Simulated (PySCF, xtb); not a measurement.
Si(NH2)(SiH3) (H₅NSi₂), SMILES N[Si][SiH3] (connectivity only; charge and spin as stated), neutral, multiplicity 1. The values are those of a single conformer.

Harmonic wavenumbers (cm⁻¹) from GFN2-xTB (xtb 6.7.1) at its own minimum, in rising order: 88, 158, 303, 370, 375, 404, 503, 759, 821, 839, 877, 883, 1528, 2111, 2111, 2140, 3413, 3496.

What does r2SCAN-D4/def2-TZVP run with PySCF give at its own minimum? (The exact figures need the calculation; the answer reports its results.)

84, 178, 352, 363, 496, 597, 627, 817, 861, 865, 931, 937, 1590, 2149, 2183, 2186, 3516, 3612. Paired by order, the mean absolute difference is 66 cm⁻¹ and the zero-point energies are 30.3 and 31.9 kcal/mol.
